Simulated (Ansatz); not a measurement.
Geometry optimisation, RHF/def2-SVP (Ansatz).

Input:

```yaml
crystal:
  periodic: [false, false, false]
  atoms:
    - { symbol: B, position_ang: [-0.2958, -1.5789, -1.0757] }
    - { symbol: C, position_ang: [-0.3002, -0.4266, 0.0568] }
    - { symbol: C, position_ang: [0.01493, 0.88876, -0.5943] }
    - { symbol: Br, position_ang: [1.00331, -0.76784, 1.35138] }
    - { symbol: Si, position_ang: [-1.99607, -0.38259, 0.8758] }
    - { symbol: S, position_ang: [-2.09307, 1.22425, 2.34124] }
    - { symbol: H, position_ang: [0.4206, -2.4549, -1.0641] }
    - { symbol: H, position_ang: [-1.0915, -1.4283, -1.9726] }
    - { symbol: H, position_ang: [-0.74841, 1.20873, -1.35421] }
    - { symbol: H, position_ang: [1.01385, 0.9026, -1.10498] }
    - { symbol: H, position_ang: [0.05169, 1.74103, 0.15588] }
    - { symbol: H, position_ang: [-3.02661, -0.12018, -0.13741] }
    - { symbol: H, position_ang: [-2.24876, -1.68485, 1.60602] }
    - { symbol: H, position_ang: [-1.11507, 0.60334, 3.19022] }
basis:
  gaussian: { orbitals: def2-SVP }
hamiltonian:
  xc: hf
relax:
  f_tol: 0.015
  max_steps: 40
```

Run as:

```bash
$ ansatz run input.yaml --threads 2 --pin off --max-ram 3072MiB --backend cpu --events-out ev --progress --plain --runs-dir out
```

Task: Where does it end, and by what steps?

Result: The forces met the threshold. After 23 steps the energy has fallen by 0.642 eV; H8 moved furthest, 1.59 Å.

| step | energy less start (eV) | largest force component (eV/Å) | accepted |
| --- | --- | --- | --- |
| 0 | 0.0000 | 2.996 | yes |
| 1 | -0.4357 | 1.110 | yes |
| 2 | -0.4697 | 0.753 | yes |
| 3 | -0.5081 | 0.169 | yes |
| 4 | -0.5075 | 0.269 | no |
| 5 | -0.5140 | 0.084 | yes |
| 6 | -0.5185 | 0.067 | yes |
| 7 | -0.5250 | 0.162 | yes |
| 8 | -0.5316 | 0.059 | yes |
| 9 | -0.5320 | 0.091 | yes |
| 10 | -0.5281 | 0.377 | no |
| 11 | -0.5345 | 0.043 | yes |
| 12 | -0.5356 | 0.137 | yes |
| 13 | -0.5359 | 0.194 | yes |
| 14 | -0.5424 | 0.087 | yes |
| 15 | -0.5448 | 0.183 | yes |
| 16 | -0.5481 | 0.639 | yes |
| 17 | -0.5821 | 0.524 | yes |
| 18 | -0.6110 | 0.539 | yes |
| 19 | -0.6359 | 0.234 | yes |
| 20 | -0.2266 | 2.135 | no |
| 21 | -0.6353 | 0.096 | no |
| 22 | -0.6415 | 0.043 | yes |
| 23 | -0.6421 | 0.014 | yes |

```xyz
14
Properties=species:S:1:pos:R:3
B -0.202 -1.584 -1.041
C -0.448 -0.325 -0.114
C -0.120 1.045 -0.689
Br 1.115 -0.952 1.040
Si -2.000 -0.410 0.987
S -2.052 1.112 2.509
H -0.733 -2.629 -0.795
H 0.502 -1.475 -2.005
H -0.925 1.332 -1.373
H 0.810 1.027 -1.256
H -0.049 1.811 0.082
H -3.166 -0.111 0.126
H -2.110 -1.758 1.570
H -1.032 0.642 3.234
```

Run time: 68 s on 2 threads of Intel(R) Xeon(R) 6975P-C (Granite Rapids), on a shared host, peak memory 0.5 GiB.
